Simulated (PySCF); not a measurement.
SMILES [SiH2]([SiH3])Br (H₅BrSi₂), CAM-B3LYP/def2-SVP optimised geometry.

```
8

Si     1.27    -0.36     0.00
Si    -1.08    -0.36     0.00
Br    -1.77     1.77     0.00
H      1.77    -1.77     0.01
H      1.76     0.34     1.21
H      1.76     0.33    -1.22
H     -1.63    -1.03    -1.21
H     -1.63    -1.03     1.21
```

Density from CAM-B3LYP/def2-TZVP (PySCF 2.14.0) at that geometry.

Minimum of the electron density along straight lines between bonded atoms, close to the bond critical point (lines longer than 1.1 times the sum of covalent radii, or with two minima, are not listed):

| bond | length / Å | ρ at the minimum / e bohr⁻³ | ∇²ρ there / e bohr⁻⁵ | position (fraction from the first atom) |
|---|---|---|---|---|
| Si1–Si2 | 2.342 | 0.097 | … | 0.46 |
| Si2–Br3 | 2.242 | … | 0.06 | 0.35 |
| Si1–H4 | 1.490 | 0.120 | … | 0.49 |
| Si1–H5 | 1.488 | 0.121 | 0.15 | 0.49 |
| Si1–H6 | 1.488 | 0.121 | 0.15 | 0.49 |
| Si2–H7 | 1.486 | 0.123 | 0.13 | 0.49 |
| Si2–H8 | 1.486 | 0.123 | 0.13 | 0.49 |

### Question
Fill in the missing entries.

### Answer

- Si1–Si2, ∇²ρ there / e bohr⁻⁵: -0.18
- Si2–Br3, ρ at the minimum / e bohr⁻³: 0.086
- Si1–H4, ∇²ρ there / e bohr⁻⁵: 0.14
